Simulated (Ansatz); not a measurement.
`[AlH2][B]1CC1` at its PBE0-D4/def2-TZVP geometry, where that method's forces vanish. Total charge 0; spin multiplicity 1.

| atom | x (Å) | y (Å) | z (Å) |
| --- | --- | --- | --- |
| Al1 | -1.492 | -1.421 | -0.831 |
| B2 | -0.101 | -0.096 | -0.056 |
| C3 | 0.575 | 0.610 | 1.147 |
| C4 | 1.044 | 0.932 | -0.246 |
| H5 | -1.114 | -2.950 | -1.058 |
| H6 | -2.957 | -0.927 | -1.208 |
| H7 | 0.006 | 1.359 | 1.691 |
| H8 | 1.222 | 0.023 | 1.792 |
| H9 | 2.016 | 0.567 | -0.565 |
| H10 | 0.800 | 1.904 | -0.666 |

Task: For each bond, give half the difference of the two atoms' forces along it (eV/Å; positive pushes the atoms apart) under PBE-D4, r2SCAN-D4, B3LYP-D4, ωB97M-V in def2-TZVPP. (An estimate is asked.)

Result: The calculation gave: 
```
  bond  length (Å)  PBE-D4  r2SCAN-D4  B3LYP-D4  ωB97M-V
Al1–B2       2.071   -0.24      -0.10     -0.04     0.04
Al1–H5       1.592    0.09       0.00     -0.06    -0.12
Al1–H6       1.592    0.09       0.00     -0.06    -0.12
 B2–C3       1.550    0.19       0.14      0.13     0.09
 B2–C4       1.550    0.19       0.14      0.13     0.09
 C3–C4       1.505    0.08       0.12      0.23     0.24
 C3–H7       1.086    0.09      -0.05     -0.09    -0.10
 C3–H8       1.086    0.09      -0.05     -0.09    -0.11
 C4–H9       1.086    0.09      -0.05     -0.09    -0.10
C4–H10       1.086    0.09      -0.05     -0.09    -0.11
```

B3LYP here is the variant with VWN-RPA as its local correlation; programs differ in this.

All numbers were calculated with Ansatz.
